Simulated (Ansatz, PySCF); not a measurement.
H6InN3, SMILES [NH2][In]([NH2])[NH2]. Atoms are numbered in the order given.

```xyz
10

In    -0.0109    -0.0049    -0.0044
N      1.7633    -0.5145    -0.9088
H      2.4439    -0.9624    -0.2960
H      2.2375     0.2521    -1.3852
N     -0.6111    -1.0141     1.6825
H     -0.2905    -1.9802     1.7393
H     -1.6145    -1.0111     1.8617
N     -1.0591     1.6274    -0.6835
H     -2.0603     1.6161    -0.4929
H     -0.9361     1.8321    -1.6746
```

Coordinates come from a B3LYP-D3(BJ)/def2-SVP optimisation. The structure was generated by enumeration; whether it is a known compound was not checked. The def2 effective core potentials stand for the cores of In; spin–orbit coupling is left out. The values are those of a single conformer.

Two levels are set side by side: PBE-D3(BJ)/def2-SVP (Ansatz, a program for electronic structure) and B3LYP-D3(BJ)/def2-SVP (Ansatz). Each level has its own optimised geometry; the coordinates shown are those of the second. Frequencies come from the Hessian of PySCF at each geometry. Differences are taken from unrounded values.

```tsv
quantity	B3LYP-D3(BJ)	PBE-D3(BJ)	PBE-D3(BJ) minus B3LYP-D3(BJ)
mean bond length (Å)	1.365	1.377	0.012
bond In1–N2 (Å)	2.056	2.072	0.017
bond In1–N5 (Å)	2.055	2.073	0.018
bond In1–N8 (Å)	2.055	2.073	0.018
bond N2–H3 (Å)	1.020	1.029	0.009
bond N2–H4 (Å)	1.020	1.029	0.009
bond N5–H6 (Å)	1.019	1.029	0.009
bond N5–H7 (Å)	1.019	1.029	0.009
bond N8–H9 (Å)	1.019	1.029	0.009
bond N8–H10 (Å)	1.019	1.029	0.009
highest harmonic wavenumber (cm⁻¹)	3607	3514	-93
mean harmonic wavenumber (cm⁻¹)	1345	1315	-30
zero-point energy (kcal/mol)	46.13	45.11	-1.02
```

Exact exchange shortens and stiffens bonds; PBE has none. Differences between two approximate levels are no errors against the true value.
